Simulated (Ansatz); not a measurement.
| atom | x (Å) | y (Å) | z (Å) |
| --- | --- | --- | --- |
| C | 0.0386 | -0.0408 | -0.6777 |
| O | 0.0213 | -0.0474 | 0.6748 |
| H | -0.0372 | 0.8578 | 0.9965 |
| H | 0.0411 | -1.0351 | -1.1250 |
| H | -0.4131 | 0.8019 | -1.2142 |

Basis set: def2-TZVP (spherical functions). Left uncorrelated: 2 orbitals. Charge 0, multiplicity 2.

Computed with Ansatz (development build ahead of 0.2.0); each method stands on the lowest determinant of its kind that the runs found.

The atomization energy at this shape (free ground-state atoms in the same class of orbitals less the molecule, no zero-point energy) of doublet CH₃O:

| method | atomization energy |
| --- | --- |
| UHF | 12.47 eV |

**Question.** What does UHF-MP2 give?

**Answer.** 17.23 eV.
